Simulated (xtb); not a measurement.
C4H9KO, charge +1, doublet, geometry from GFN2-xTB (such geometries of metal compounds can be far from the true shape) (a state made from the parent by changing its charge; the spin is typed, not shown lowest). Base run: GFN0-xTB (xtb 6.7.1).

xtb was given this input:
```
$ xtb mol.xyz --gfn 0 --chrg 1 --uhf 1 --json

# file mol.xyz
15

K      1.17865806     1.52044927     1.52233295
O     -0.07021041     0.34670475     0.18173222
C     -0.44982916    -0.63310286    -0.61390364
C      0.58467577    -1.73806561    -0.79749522
C     -1.80765986    -1.23536986    -0.08292799
C     -0.86626122    -0.03344013    -2.01224332
H      0.21879920    -2.51530211    -1.46022741
H      0.82498563    -2.18539989     0.16721414
H      1.50078357    -1.32257558    -1.21777545
H     -1.59699646    -1.68279658     0.88533723
H     -2.16598743    -1.98523185    -0.77797481
H     -2.54376880    -0.44700386     0.03496130
H      0.03104959     0.39580950    -2.45120272
H     -1.61081285     0.74414666    -1.87705145
H     -1.25642553    -0.82394965    -2.64204347
```

Each row names what was changed in the base input (with any setting that the change needs).

```json
[
 {"change": "base", "ΔE vs base (kcal/mol)": "0.000"},
 {"change": "file = coord", "ΔE vs base (kcal/mol)": "0.000"},
 {"change": "etemp = 3000", "ΔE vs base (kcal/mol)": "-6.80"},
 {"change": "acc = 0.0001", "ΔE vs base (kcal/mol)": "0.000"}
]
```
